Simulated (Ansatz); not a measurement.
H8Si2Sn, SMILES `[SiH3][SnH2][SiH3]`. Total charge 0; spin multiplicity 1. Sn takes the def2 core potential.

```json
{"atom": "Si1", "x (Å)": "1.6783", "y (Å)": "-1.3276", "z (Å)": "-0.2482"}
{"atom": "Sn2", "x (Å)": "0.1327", "y (Å)": "0.6413", "z (Å)": "-0.7973"}
{"atom": "Si3", "x (Å)": "-1.7857", "y (Å)": "0.8086", "z (Å)": "0.8935"}
{"atom": "H4", "x (Å)": "2.7946", "y (Å)": "-1.4189", "z (Å)": "-1.2265"}
{"atom": "H5", "x (Å)": "0.9074", "y (Å)": "-2.5986", "z (Å)": "-0.2822"}
{"atom": "H6", "x (Å)": "2.2492", "y (Å)": "-1.1561", "z (Å)": "1.1141"}
{"atom": "H7", "x (Å)": "1.0320", "y (Å)": "2.0965", "z (Å)": "-0.7909"}
{"atom": "H8", "x (Å)": "-0.5055", "y (Å)": "0.4480", "z (Å)": "-2.3727"}
{"atom": "H9", "x (Å)": "-2.5820", "y (Å)": "-0.4471", "z (Å)": "0.8788"}
{"atom": "H10", "x (Å)": "-1.2366", "y (Å)": "1.0053", "z (Å)": "2.2613"}
{"atom": "H11", "x (Å)": "-2.6843", "y (Å)": "1.9486", "z (Å)": "0.5703"}
```

Q: What are the harmonic wavenumbers in cm⁻¹ at PBE0-D4/def2-TZVP (Ansatz, finite differences of forces, unscaled)? (Best estimate.)

A: Ansatz gave: 64, 68, 69, 258, 297, 316, 379, 409, 512, 516, 574, 592, 718, 845, 873, 937, 938, 940, 941, 1920, 1923, 2213, 2216, 2229, 2229, 2230, 2231.

Q: Is this a minimum?

A: Yes, all 27 modes are real.

Q: Give the ideal-gas thermochemistry at 298.15 K and 1 bar (rigid rotor, harmonic oscillator; point group C2v, symmetry number 2).

A: Zero-point energy 164.1 kJ/mol; H(298) − E = 188.5 kJ/mol; entropy 378.5 J/(mol·K), of which translation 173.8, rotation 110.8, vibration 93.9; G(298) − E = 75.7 kJ/mol. Modes under 100 cm⁻¹ are hindered rotations or soft bends, so the harmonic entropy is rough.

Q: Rotational constants (cm⁻¹)?

A: 0.1562, 0.05594, 0.04324.
